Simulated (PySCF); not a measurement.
In(F)(Br)(Me) (CH3BrFIn), SMILES [CH3][In]([F])[Br]. The structure is a stationary point at PBE-D3(BJ)/def2-SVP. The structure was generated by enumeration; whether it is a known compound was not checked. The def2 effective core potentials stand for the cores of In; spin–orbit coupling is left out.

Computed equilibrium geometry at PBE-D3(BJ)/def2-SVP (PySCF confirms it by a frequency run) as a Z-matrix, and its point group:
point group Cs.
```
In
F 1 1.9819
C 1 2.1564 2 121.23
H 3 1.1044 1 109.16 2 180.00
H 3 1.1059 4 110.84 1 118.79
H 3 1.1059 4 110.84 5 122.41
Br 1 2.5016 2 110.19 3 180.00
```
Charge 0, spin multiplicity 1.
